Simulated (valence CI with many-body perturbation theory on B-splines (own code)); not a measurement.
**Questions on Au XLVIII**

Method: relativistic CI+MBPT: four valence electrons over a frozen Dirac-Fock core [Ar] 3d10, radial functions for each j: 11 s, 11 p, 10 d, 8 f, 5 g, 2 h, with the one-electron correlation potential Σ1 (screened to all orders), the two-electron term Σ2, the three-electron term Σ3, Breit, model QED; selected single and double excitations, second order for the rest, scaled by the run's own slope (own B-spline code, finite nucleus).

No measured spectrum was set against this ion. As an estimate, large intervals hold to a few tenths of a per cent, small ones and those within an open d or f shell to about a per cent. Among the levels kept, up to 400 cm⁻¹ of a level comes from second order outside the variational space, and about a tenth of that is noise between levels of different J, which matters for small intervals.

Levels are named by their leading jj configuration (3d3/2^4 stands for four electrons in 3d with j = 3/2), which in mixed levels can hold well under half, so a name can repeat and another be missing.

Rates and lifetimes use the calculated energies. Strong lines usually hold to 10 to 20 %, long lifetimes can be off by a factor of two.

Task: What is the ground level?

Result: (4s^2 4p1/2^2) J=0, composition 69 % 4s2 4p2 3P + 30 % 4s2 4p2 1S.

Task: How well does LS coupling describe the low levels?

Result: Among the lowest 20 levels the leading LS term, summed over configurations, holds 59 % on average. For single configurations the figures are 58 % in LS and 95 % in jj coupling. Terms mix most in the J = 2 level at 416.96 eV, where the leading one holds 29 %.

Task: Name the longest-lived excited levels whose lifetime is computed, and their main decay.

Result: (4s^2 4p1/2 4p3/2) J=2 at 136.37 eV lives 1.67 μs, mostly by E2 to (4s^2 4p1/2^2) J=0; (4s^2 4p3/2 4d5/2) J=4 at 469.56 eV lives 74.9 ns, mostly by M1 to (4s^2 4p1/2 4d5/2) J=3; (4s^2 4p1/2 4p3/2) J=1 at 131.65 eV lives 68.6 ns, mostly by M1 to (4s^2 4p1/2^2) J=0.

Task: What is the ionisation energy?

Result: 2641.9 eV; NIST lists 2640 ± 4 eV (theoretical).

Task: Where does the other parity begin?

Result: At (4s 4p1/2^2 4p3/2) J=2, 240.88 eV.

Task: Among levels below 807.30 eV, which E1 lines absorb most strongly from the ground level?

Result: to (4s^2 4p1/2 4d3/2) J=1 at 3.840 nm, f = 1.69; to (4s 4p1/2^2 4p3/2) J=1 at 4.824 nm, f = 0.578; to (4s 4p1/2 4p3/2^2) J=1 at 3.155 nm, f = 0.00379.
